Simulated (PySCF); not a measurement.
BrCdHO, SMILES [OH][Cd][Br]. Atoms are numbered in the order given.

```xyz
4

Cd     0.0059     0.7220     0.0000
Br    -0.0016    -1.6961     0.0000
O     -0.1214     2.6982     0.0000
H      0.7439     3.1220     0.0000
```

Coordinates come from a B3LYP-D3(BJ)/def2-TZVP optimisation. The def2 effective core potentials stand for the cores of Cd; spin–orbit coupling is left out. One conformer was computed; it need not be the lowest.

All values below come from PBE0/def2-TZVPD in PySCF.

Symmetry labels are those of the subgroup Cs that the program uses (full group Cs).

Computed valence orbital energies around the gap with their symmetry:
| orbital | symmetry | energy (eV) |
|---|---|---|
| HOMO−7 | A' | -15.86 |
| HOMO−6 | A" | -15.86 |
| HOMO−5 | A' | -12.32 |
| HOMO−4 | A' | -9.98 |
| HOMO−3 | A' | -9.11 |
| HOMO−2 | A" | -8.66 |
| HOMO−1 | A' | -8.38 |
| HOMO | A" | -8.22 |
| LUMO | A' | -2.07 |
| LUMO+1 | A' | -0.53 |
| LUMO+2 | A" | -0.37 |
| LUMO+3 | A' | 0.61 |
